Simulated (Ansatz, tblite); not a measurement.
Forces on the cluster Rb₂F₃ at its PBE0-D4/def2-SVP geometry. The state is a doublet with charge 0.

In the def2 sets Rb takes a core potential; there is no spin–orbit coupling. The xTB rows come from tblite. Another isomer (doublet) lies 0.93 eV lower at PBE0-D4/def2-TZVP; other spin states weren't run for this one.

GFN1-xTB (tblite), largest force 0.42 eV/Å:

```xyz
5
positions Å, forces eV/Å
Rb    1.603   -1.099    2.015   -0.016    0.011   -0.020
Rb   -0.594    0.405   -0.746   -0.243    0.167   -0.305
F     0.185   -1.816    0.072    0.094    0.025    0.127
F    -2.007    1.377   -2.518    0.103   -0.071    0.130
F     0.814    1.133    1.177    0.061   -0.132    0.069
```

GFN2-xTB (tblite), largest force 0.39 eV/Å:

```
Rb -0.128 0.088 -0.162
Rb -0.223 0.154 -0.280
F 0.114 0.052 0.157
F 0.170 -0.118 0.213
F 0.066 -0.177 0.072
```

PBE-D4/def2-TZVP (Ansatz), largest force 0.52 eV/Å:

```
Rb 0.297 -0.202 0.374
Rb -0.295 0.202 -0.371
F -0.056 -0.391 -0.110
F -0.051 0.035 -0.064
F 0.105 0.356 0.172
```
